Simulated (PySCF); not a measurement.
C4H2ClF3. Atoms are numbered in the order given.

```xyz
10

F     -2.4827    -0.3461     0.4352
C     -1.6226     0.3074    -0.3504
F     -2.3067     0.7261    -1.4197
F     -1.1944     1.3783     0.3082
C     -0.4997    -0.5971    -0.7677
C      0.7563    -0.3463    -0.5078
C      2.0137    -0.0882    -0.2656
Cl     2.8319    -0.6160     1.1595
H     -0.8064    -1.4971    -1.3137
H      2.6317     0.4884    -0.9603
```

Coordinates come from a PBE0-D3(BJ)/def2-SVP optimisation.

These are TDA-M06-2X/def2-SVPD (PySCF) values and carry that method's errors.

Vertical excitations. Gas-phase values at a fixed geometry.

**Question.** Give excitation energies, oscillator strengths and character. (The exact figures need the calculation; the answer reports its results.)

**Answer.** 
```tsv
state	energy (eV)	λ (nm)	f	main pairs
S1	4.80	258	0.000	HOMO→LUMO 95 %
S2	6.43	193	0.000	HOMO−1→LUMO+1 93 %
S3	6.92	179	0.000	HOMO−2→LUMO 90 %
S4	7.10	175	0.093	HOMO→LUMO+1 71 %, HOMO−1→LUMO 16 %
S5	7.25	171	0.005	HOMO→LUMO+2 66 %, HOMO→LUMO+3 13 %
S6	7.56	164	0.000	HOMO−2→LUMO+1 94 %
S7	7.86	158	0.065	HOMO−3→LUMO 23 %, HOMO→LUMO+3 21 %, HOMO→LUMO+4 21 %, HOMO→LUMO+2 16 %
S8	7.99	155	1.337	HOMO−1→LUMO 65 %, HOMO→LUMO+1 14 %
S9	8.43	147	0.004	HOMO→LUMO+3 42 %, HOMO−3→LUMO 29 %, HOMO→LUMO+5 12 %, HOMO→LUMO+6 7 %
S10	8.47	146	0.030	HOMO−1→LUMO+2 87 %
T1	4.51	275	0	HOMO→LUMO 93 %
T2	4.53	273	0	HOMO→LUMO+1 54 %, HOMO−1→LUMO 33 %
T3	4.92	252	0	HOMO−1→LUMO 59 %, HOMO→LUMO+1 34 %
T4	6.18	201	0	HOMO−1→LUMO+1 95 %
```
Triplets are in the Tamm–Dancoff approximation.
